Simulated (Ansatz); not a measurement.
Problem. Name a neutral molecule of B, C, O, S and H with size of the dipole moment (B3LYP/def2-TZVPP) between 2.55 and 2.85 D and HOMO energy (PBE/def2-TZVPP) between -6.05 and -5.75 eV (Ansatz, PBE0-D4/def2-TZVP geometry).

Solution. `OB1CS1` (2.77 D, -6.01 eV). Other molecules can fit too; these were computed, each in one conformer that needn't be the lowest.

B3LYP here is the variant with VWN-RPA as its local correlation; programs differ in this.
